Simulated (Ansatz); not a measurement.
Reaction (hydrogenolysis of a C–Cl bond): `BC(F)CCl` + H₂ → `BC(C)F` + HCl

Computed with Ansatz on PBE0-D4/def2-TZVP structures; ΔE is electronic, products minus reactants. CBS: MP2 limit from def2 TZ/QZ plus the TZ coupled-cluster correction, frozen cores. This one scheme is used for every species. DFT in def2-TZVPP. Each species was taken in one conformer, which may not be the lowest.

`BC(F)CCl`:

```xyz
10

B     0.637   -0.981    0.973
C    -0.391   -0.365   -0.023
F    -0.793   -1.234   -1.025
C     0.010    0.958   -0.628
Cl   -1.346    1.774   -1.447
H     0.901   -2.143    0.936
H     1.097   -0.274    1.819
H    -1.274   -0.184    0.622
H     0.789    0.819   -1.376
H     0.370    1.630    0.150
```

H₂:

Z-matrix (Å, degrees):
```
H
H 1 0.746
```

`BC(C)F`:

Cartesian coordinates in Å:
```
B 0.244 -0.080 -1.430
C -0.142 0.555 -0.064
C -0.082 -0.418 1.104
F 0.624 1.679 0.256
H 1.131 0.359 -2.098
H -0.388 -1.024 -1.805
H -1.183 0.909 -0.161
H -0.375 0.088 2.025
H 0.929 -0.810 1.237
H -0.759 -1.258 0.935
```

HCl:

Cartesian coordinates in Å:
```
Cl -0.534 0.028 -0.351
H 0.534 -0.028 0.351
```

```csv
level,ΔE (kJ/mol)
r2SCANh-D4,-86.1
CAM-B3LYP,-94.5
HF/CBS(def2),-105.0
MP2/CBS(def2),-83.5
```

(1) What does CCSD(T)/CBS give? (Estimate.)

(2) What do rigid-rotor, harmonic-oscillator terms from PBE0-D4/def2-TZVP frequencies (298.15 K, 1 bar) make of the CCSD(T)/CBS value? (Best estimate.)

Largest T1 diagnostic among the species: 0.010.

Answers

(1) The calculation gave: -87.4 kJ/mol. The listed levels differ from it by 1.3, -7.1, -17.6, 3.9 kJ/mol.

(2) Ansatz gave: ΔZPE = +13.5 kJ/mol, ΔH = -75.8 kJ/mol, ΔS = 29 J/(mol·K), ΔG = -84.4 kJ/mol.

In def2-TZVPP, CCSD(T) changes the Hartree–Fock value by +14.6 kJ/mol (the triples alone add +5.0 kJ/mol) and MP2 by +18.5 kJ/mol. Leaving LDA and LC-ωPBE aside and taking each functional with its dispersion term where it has one, the values, not all of them listed here, spread over 16.1 kJ/mol, from B97M-V to revPBE-D4. LDA lies +3.3 kJ/mol from PBE without D4. The D4 term adds +7.2 kJ/mol with B3LYP and +3.8 kJ/mol with PBE0; it sums over pairs of atoms, weighted by their polarisabilities, and B3LYP, whose exchange is more repulsive, gets the larger term.

B3LYP here is the variant with VWN-RPA as its local correlation; programs differ in this.
